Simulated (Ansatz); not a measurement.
Program: Ansatz. Geometries: PBE0-D4/def2-TZVP. ΔE: electronic, gas phase. CCSD(T)/CBS adds triple-zeta CCSD(T) − MP2 to the extrapolated MP2 energy (def2 sets, frozen cores). Functionals use def2-TZVPP. HSE06 is defined as in plane-wave codes. Elements past krypton have def2 core potentials. For Br, In outer-core shells are correlated without core-valence functions, which leaves a few kJ/mol of doubt a bond. Scalar relativity is left out up to krypton. One conformer a species, not always the lowest.

Reaction (formal exchange of groups at the Si–O bond): `[OH][Al]([Br])[O][SiH3]` + `[InH3]` → `[SiH3][InH2]` + `[OH][Al]([OH])[Br]`

`[OH][Al]([Br])[O][SiH3]`:

```xyz
9

O    -0.750    2.713   -0.347
Al   -0.171    1.389    0.510
Br    0.405    1.700    2.646
O    -0.019   -0.124   -0.186
Si    0.313   -1.715   -0.306
H    -1.017    2.661   -1.263
H    -0.894   -2.435   -0.790
H     1.420   -1.917   -1.277
H     0.715   -2.271    1.013
```

`[InH3]`:

Z-matrix (Å, degrees):
```
In
H 1 1.724
H 1 1.724 2 120.0
H 1 1.724 2 120.0 3 -180.0
```

`[SiH3][InH2]`:

```xyz
7

Si    0.650    0.914    0.103
In   -0.810   -1.194   -0.122
H     2.068    0.613    0.441
H     0.110    1.812    1.163
H     0.641    1.682   -1.175
H    -0.156   -2.786    0.038
H    -2.503   -1.040   -0.447
```

`[OH][Al]([OH])[Br]`:

Z-matrix (Å, degrees):
```
Al
O 1 1.680
Br 1 2.252 2 120.9
O 1 1.680 2 118.2 3 180.0
H 2 0.956 1 122.6 3 0.0
H 4 0.956 1 122.6 2 180.0
```

(1) Is it downhill or uphill in electronic energy at CCSD(T)/CBS, and by how much? (An estimate is asked.)

(2) What do these levels give: r2SCAN-D4, r2SCANh-D4, BLYP, HSE06, MP2/def2-SVP, CCSD(T)/def2-SVP? (Best estimate.)

Largest T1 diagnostic among the species: 0.014.

Results:

(1) Computed: Uphill: ΔE = +17.8 kcal/mol.

(2) Computed: r2SCAN-D4 17.0, r2SCANh-D4 17.3, BLYP 16.1, HSE06 14.1, MP2/def2-SVP 19.3, CCSD(T)/def2-SVP 18.1 kcal/mol.

Leaving LDA and LC-ωPBE aside and taking each functional with its dispersion term where it has one, the values, not all of them listed here, spread over 8.7 kcal/mol, from PBE-D4 to BHLYP-D4. LDA lies +1.1 kcal/mol from PBE without D4. From r2SCAN to r2SCAN0 (25 % exact exchange), in def2-TZVPP and without D4, ΔE moves by +0.7 kcal/mol.
